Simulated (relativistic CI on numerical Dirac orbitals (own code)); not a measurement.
## Hf⁵⁺: calculation against measurement

Computed by Dirac-Coulomb-Breit CI, KLI orbitals optimised for each configuration, a model potential for QED, valence Slater integrals scaled by 0.85, P86 correlation energy added to each configuration (own radial code, finite nucleus).

Configuration list (outside the closed core [Kr] 4d10): 4f¹³5s²5p⁶, 4f¹⁴5s²5p⁵, 4f¹³5s²5p⁵5d, 4f¹²5s²5p⁶5d, 4f¹²5s²5p⁶6s, 4f¹³5s²5p⁵5f, 4f¹³5s5p⁶5d, 4f¹²5s²5p⁶6p, 4f¹³5s²5p⁵5g, 4f¹³5s²5p⁵6s, 4f¹⁴5s5p⁶, 4f¹²5s²5p⁶6d, 4f¹³5s²5p⁵6p, 4f¹²5s²5p⁶5f, 4f¹²5s²5p⁶7s, 4f¹²5s²5p⁶7p, 4f¹³5s5p⁶5f, 4f¹³5s5p⁶5g, 4f¹³5s²5p⁵6d, 4f¹²5s²5p⁶6f, 4f¹²5s²5p⁶5g, 4f¹²5s²5p⁶7d, 4f¹²5s²5p⁶8s, 4f¹³5p⁶5d², 4f¹⁴5p⁵5d², 4f¹³5p⁵5d³, 4f¹²5p⁶5d³, 4f¹²5p⁶5d²6s, 4f¹³5p⁵5d²5f. Double excitations out of closed p, d and f shells are left out; levels of such configurations are missing from the list, as are those of other unlisted configurations, and high levels can miss mixing partners. These lack a partner that the ground configuration has and come out too high: 4f¹²5s²5p⁶6p, 4f¹³5s²5p⁵5g, 4f¹³5s²5p⁵6s, 4f¹²5s²5p⁶6d, 4f¹³5s²5p⁵6p.

```
Configuration  Term (tabulated)    J  Measured (cm⁻¹)  Computed   Error  Purity (%)
   4f¹³5s²5p⁶               2F°  7/2              0.0         0       0         100
   4f¹³5s²5p⁶               2F°  5/2          13513.6     13142    -372         100
   4f¹⁴5s²5p⁵               2P°  3/2          97710.0    119580   21870         100
   4f¹⁴5s²5p⁵               2P°  1/2         162465.0    186094   23629          99
 4f¹²5s²5p⁶5d                2F  7/2         234488.0    224054  -10434          73
 4f¹²5s²5p⁶5d                2G  7/2         273155.0    261903  -11252          92
```

Measured levels from measured levels as listed in Bokamba Motoumba et al., J. Quant. Spectrosc. Radiat. Transfer 300, 108529 (2023); pairs were made by configuration, J and term (by order where the table uses no LS term), so strongly mixed levels may be paired wrongly.

Mean error by configuration (cm⁻¹): 4f¹³5s²5p⁶ -372; 4f¹⁴5s²5p⁵ 22750; 4f¹²5s²5p⁶5d -10843. Over the excited levels the mean absolute error is 13511 cm⁻¹ (5 of the 49 excited levels that our extract of the source holds in range could be paired, and the others can miss by more), and the median relative error of those above 1,000 cm⁻¹ is 4.4 %.
